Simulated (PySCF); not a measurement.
Does the answer move with the share of exact exchange?

CH3BF2.
InChI=1S/CH3BF2/c1-2(3)4/h1H3

PySCF, pcSseg-2 basis, density fitting, gas phase, PBE0-D3(BJ)/def2-SVP geometry. One functional is left out:

```tsv
functional	exact exchange (%)	HOMO energy (eV)	LUMO energy (eV)	dipole moment (D)
B97-D	0	-8.65	-0.56	1.587
BLYP	0	-8.56	-0.67	1.591
BP86	0	-8.73	-0.81	1.589
LDA	0	-8.78	-1.06	1.676
OPBE	0	-8.57	-0.52	1.573
PBE	0	-8.63	-0.76	1.597
B3LYP	20	-10.04	0.01	1.676
PBE0	25	-10.27	0.31	1.693
mPW1PW91	25	-10.31	0.30	1.690
BHandHLYP	50	-11.86	0.94	1.772
```

Q: Predict the row of B97-2 (21 % exact exchange) by straight lines through the other rows, and check it.

A: 
```csv
property,line,computed,computed − line,"B3LYP (20 %), for comparison"
HOMO energy (eV),-10.02,-9.98,+0.04,-10.04
LUMO energy (eV),0.04,0.32,+0.28,0.01
dipole moment (D),1.676,1.674,-0.002,1.676
```

Q: Which of these properties follows the share of exact exchange most closely, and which least?

A: Most closely the HOMO energy, least the dipole moment; the correlations over the tabulated rows are HOMO energy -0.998, LUMO energy 0.966, dipole moment 0.908. The HOMO energy moves by -0.648 eV for every 10 %. Functionals with the same share still differ in their other parts: at 0 % BLYP and LDA differ by 0.22 eV in it.
